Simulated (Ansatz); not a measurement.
One change: `C/C([SiH3])=N\[SiH3]` becomes `C/C(O)=N\[SiH3]`.

Ansatz, PBE0-D4/def2-TZVP geometries, multiplicity 1. Each molecule was computed in one conformer, which needn't be the lowest.

| property | `C/C([SiH3])=N\[SiH3]` |
| --- | --- |
| LUMO energy (PBE/def2-TZVPP) / eV | -2.23 |
| HOMO–LUMO gap (PBE/def2-TZVPP) / eV | 3.14 |
| LUMO energy (B3LYP/def2-TZVPP) / eV | -1.39 |
| LUMO energy (PBE0/def2-TZVPP) / eV | -1.20 |
| size of the dipole moment (PBE/def2-TZVPP) / D | 1.80 |
| HOMO energy (B3LYP/def2-TZVPP) / eV | -6.43 |

**Question.** Give the same properties after the change, and the shifts. (An estimate is asked.)

**Answer.** Ansatz gave: 
```
                                      property  `C/C(O)=N\[SiH3]`  shift
             LUMO energy (PBE/def2-TZVPP) / eV              -1.03   1.20
           HOMO–LUMO gap (PBE/def2-TZVPP) / eV               5.00   1.86
           LUMO energy (B3LYP/def2-TZVPP) / eV              -0.22   1.17
            LUMO energy (PBE0/def2-TZVPP) / eV               0.03   1.23
size of the dipole moment (PBE/def2-TZVPP) / D               1.19  -0.61
           HOMO energy (B3LYP/def2-TZVPP) / eV              -7.21  -0.78
```

With PBE0 the HOMO falls by 0.79 eV and the LUMO rises by 1.23 eV, so the gap widens by about 2.02 eV. PBE moves the HOMO by -0.67 eV and ωB97M-V by -0.88 eV. Dipoles are sizes alone; their direction can turn.

B3LYP here is the variant with VWN-RPA as its local correlation; programs differ in this.
